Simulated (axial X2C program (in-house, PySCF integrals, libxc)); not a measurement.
# ZrO: from the spin-free to the two-component result

Computed with an axial X2C code built on PySCF integrals. Spin-free means the one-electron spin-free X2C Hamiltonian; two-component (2c) means X2C with spin–orbit coupling and atomic mean-field two-electron Coulomb and Gaunt terms, so the difference of the two also holds small scalar two-electron terms. Basis: Zr dyall-cv3z [11s12p9d6f3g], O dyall-av3z [7s6p3d2f] (cores contracted in-house); Gaussian nuclei, density fitting, unrestricted open shells. Masses: Zr 89.905 u, O 15.995 u.

Spin-free state: M_S = 1, Λ = 2 (beyond evenly filled blocks: σα, δ+α); fragments Zr + O.

| level | Re (Å) | ωe (cm⁻¹) | De (eV) | μ (D) |
| --- | --- | --- | --- | --- |
| PBE0 | 1.713 | 974.9 | 7.854 | -3.97 |
| HF | 1.709 | 998.4 | n/a | -4.34 |
| CCSD | 1.732 | 957.9 | 7.104 | n/a |
| CCSD(T) | 1.746 | 926.1 | 7.490 | n/a |
| TPSS | 1.736 | 930.3 | 8.102 | -3.89 |

Correlated methods: 10 electrons correlated (number of frozen shells: Zr 4 s, 3 p, 1 d; O 1 s), 308 virtual spin orbitals or spinors in MP2, 90 natural virtuals in coupled cluster.

Dipoles are positive if O is the positive end.

Two-component determinant lowest at the distance of the search:

Ω = 1 (⟨Sz⟩ = -1.00, ⟨Lz⟩ = 2.00 at HF); fragments Zr + O.

| level | Re (Å) | ωe (cm⁻¹) | μ (D) |
| --- | --- | --- | --- |
| PBE0 | 1.713 | 974.7 | -3.96 |
| HF | 1.709 | 998.1 | -4.33 |
| CCSD | 1.732 | 957.5 | n/a |
| CCSD(T) | 1.746 | 925.6 | n/a |
| TPSS | 1.736 | 930.1 | -3.88 |

Task: From the two tables, how do the constants change at the CCSD(T) level (2c against spin-free)?

Result: At the CCSD(T) level Re is unchanged within 0.001 Å and ωe falls by 0.5 cm⁻¹.

Occupations by symmetry block were frozen at the best pattern of an incomplete PBE0 search. De is counted from the lowest determinant-based energies of the atoms at the same level, without counterpoise correction. De is not given where an atomic determinant may have missed its ground term or J level, or where the truncated virtual space spoils (T). Density functionals use the spin component along the axis (collinear). CCSD and (T) use frozen natural virtuals with an MP2 correction for the truncation; (T) itself is uncorrected, so its De runs slightly low. PBE0 can misorder states that lie within some tenths of an eV, so this need not be the ground state of the molecule. The nearest other spin-free determinant of the search, M_S = 0, Λ = 0, lies 0.19 eV up at the distance of the search. Without a current term, density functionals place determinants with orbital angular momentum somewhat too high. With several unpaired electrons one determinant need not be a pure state. The outer-core s and p shells of the metal are frozen in the correlated rows, which leaves out core–valence correlation; for alkali and alkaline-earth bonds that tends to lengthen them. The determinant is spin-polarised beyond a pure state at some levels (its spin-free form has ⟨S²⟩ too high), which makes Re and μ there less reliable. With the outer-core shells frozen, correlated bond lengths of heavy atoms tend to come out a few hundredths of an ångström too long.
